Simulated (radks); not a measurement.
Results of a calculation; reference values are marked as such.
Fractional charge and spin in the 5p shell of thulium: the spin-up occupation runs from 2 to 3 and the spin-down occupation from 2 to 3; the fullest corner is Tm+, [Kr] 4d10 4f(up 6.5, down 6.5) 5s2 6s(up 0.5, down 0.5) 5p(up 3, down 3). Level of theory: scalar-relativistic Kohn-Sham, r2SCAN, spin-polarised, spherical densities, finite nucleus; meta-GGA in the generalised Kohn-Sham scheme; Fermi nuclear charge, rms radius of each element as measured or else 0.836 A^(1/3) + 0.57 fm (a radial shooting solver on a logarithmic mesh with Libxc functionals). Energy (eV) above the fullest corner. The planes named below are the two flat planes that join the four corners, with an edge along up + down = one added electron.

down \ up       2    2.25     2.5    2.75       3
2          94.722  79.936  65.964  52.800  40.436
2.25       79.936  66.060  52.985  40.704  29.207
2.5        65.964  52.985  40.793  29.379  18.733
2.75       52.800  40.704  29.379  18.816   9.002
3          40.436  29.207  18.733   9.002   0.000

Corners above the fullest one (they belong to Tm2+ and the next ion): (up 3, down 2) 40.436 eV, (up 2, down 3) 40.436 eV, (up 2, down 2) 94.722 eV. With half an added electron in each spin the energy lies 0.357 eV from the planes, and with half an added electron in spin up alone -1.615 eV. The planes are only a guide here: the flat-plane condition holds for ground states with one frontier orbital, while this shell lies below other occupied shells, so the corners above the fullest one are inner-hole states and not the ground states of those ions.
